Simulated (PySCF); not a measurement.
C₃H₇BFN, SMILES FB1CCCN1. Atoms are numbered in the order given.

```xyz
13

F      1.6560     1.0653     0.9625
B      0.6431     0.4372     0.3566
C     -0.6082     1.0811    -0.3618
C     -1.5173    -0.1485    -0.5198
C     -0.5846    -1.3697    -0.5536
N      0.5651    -0.9547     0.2294
H     -1.0864     1.9148     0.1731
H     -0.2872     1.4799    -1.3422
H     -2.1760    -0.1141    -1.4011
H     -2.1696    -0.2286     0.3651
H     -0.2929    -1.6175    -1.5931
H     -1.0684    -2.2687    -0.1357
H      1.2660    -1.6336     0.4945
```

Geometry: PBE0-D3(BJ)/def2-SVP. This is a generated structure with no PubChem entry under its InChIKey; it may be hypothetical. The values are those of a single conformer.

Calculation: PBE/pcSseg-1 (PySCF).

GIAO shieldings, no solvent; atoms listed in one row are averaged. δ = σ(ref) − σ: ¹⁹F against CFCl3 (σ = 133.6 ppm); ¹¹B against BF3 (σ = 83.9 ppm); ¹³C against TMS (σ = 182.0 ppm); ¹⁵N against NH3 (σ = 267.0 ppm); ¹H against TMS (σ = 31.49 ppm), references at their B3LYP-D3(BJ)/def2-TZVP geometries, non-relativistic.

Computed chemical shifts:
| nucleus | atoms | count | δ (ppm) |
|---|---|---|---|
| ¹⁹F | F1 | 1 | -148.0 |
| ¹¹B | B2 | 1 | 23.5 |
| ¹³C | C5 | 1 | 50.5 |
| ¹³C | C4 | 1 | 30.4 |
| ¹³C | C3 | 1 | 14.1 |
| ¹⁵N | N6 | 1 | 110.6 |
| ¹H | H11 | 1 | 3.54 |
| ¹H | H12 | 1 | 3.36 |
| ¹H | H13 | 1 | 3.16 |
| ¹H | H9, H10 | 2 | 2.12 |
| ¹H | H7, H8 | 2 | 1.06 |
